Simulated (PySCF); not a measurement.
## Al (aluminium, neutral) across methods

[Ne] 3s2 3p1, 2P determinant. All numbers are calculated (PySCF 2.14, scalar relativity by spin-free X2C-1e, in dyall-acv3z (19s12p6d4f, 113 functions)).

```csv
method,E (hartree),mean ε 3s α (eV),mean ε 3s β (eV),mean ε 3p α (eV),Σ⟨r²⟩ (bohr²),⟨S²⟩
PBE0,-242.6974,-8.993,-8.188,-3.901,32.47,0.757
PW91,-242.7968,-7.944,-7.345,-3.114,32.67,0.755
B3LYP,-242.8372,-8.755,-8.091,-3.620,32.65,0.755
r2SCAN,-242.7791,-8.054,-7.399,-3.334,32.38,0.762
LDA,-241.7562,-8.022,-7.441,-3.006,32.82,0.752
UHF,-242.31742,-11.605,-9.917,-5.936,33.16,0.770
PBE,-242.6786,-7.904,-7.309,-3.086,32.71,0.755
wB97X-V,-242.7666,-11.334,-10.364,-5.727,32.42,0.756
```
